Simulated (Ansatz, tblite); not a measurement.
Removing an electron: Li7⁻ (the lowest singlet isomer of a short search). Charge -1, multiplicity 1. Geometry: PBE/def2-TZVPD. Ansatz, gas phase; energy differences of separate SCF runs; the oxidised species was run as a doublet alone.

```xyz
7

Li    1.745   -1.726    0.265
Li   -0.609    2.327    0.557
Li   -0.761   -2.039   -1.164
Li   -2.216    0.465   -0.983
Li    1.841    0.974    1.325
Li   -0.761   -0.547    1.458
Li    0.762    0.547   -1.458
```

The xTB rows come from tblite. The structure comes from a short search, and lower isomers may exist.

```tsv
level	−HOMO (eV)	vertical IE (eV)	−LUMO (eV)	HOMO–LUMO gap (eV)	remarks
GFN1-xTB	7.12	8.89	4.73	2.39	–
GFN2-xTB	1.75	3.78	-0.36	2.11	–
PBE/def2-TZVPD	-0.33	1.07	-0.80	0.48	HOMO above zero (-1 singlet), restricted SCF unstable in HF (-1 singlet)
r2SCAN/def2-TZVPD	-0.29	0.98	-0.87	0.57	HOMO above zero (-1 singlet), restricted SCF unstable in HF (-1 singlet)
PBE0/def2-TZVPD	0.06	1.01	-1.21	1.27	restricted SCF unstable in HF (-1 singlet)
```

Run but left out: HF/def2-TZVPPD, MP2/def2-TZVPPD, CCSD/def2-TZVPPD, CCSD(T)/def2-TZVPPD (flagged by the program: large difference).  A HOMO above zero means that the electron is unbound at that level or that self-interaction error raises the level; the energy of removing that electron tells which. Raw xTB energy differences between charge states are shifted by several eV; the methods need an empirical correction for them.
